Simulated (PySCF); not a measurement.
**Ne²⁺: excitation energy**

Ne²⁺ [He] 2s2 2p4 (3P) → Ne²⁺ [He] 2s2 2p3 3s1 (5S), as a difference of total energies. Computed with PySCF 2.14 in aug-cc-pwCVTZ, with no relativity, point nucleus. Correlated levels: valence: 1s2 frozen. The calculations carry no spin-orbit coupling.

```tsv
method	excitation energy (eV)
UHF	37.296
MP2 (valence)	38.197
SCS-MP2 (valence)	38.386
CCSD (valence)	38.166
CCSD(T) (valence)	38.168
```

Task: How much does correlation contribute at CCSD(T) (valence)?

Result: 38.168 − (37.296) = 0.872 eV, measured against UHF.

A first-order spin-orbit estimate (lowest level to lowest level, LS coupling) adds 0.037 eV.

The promoted electron is Rydberg-like, and one or two diffuse shells describe it only roughly, which tends to raise the upper state.
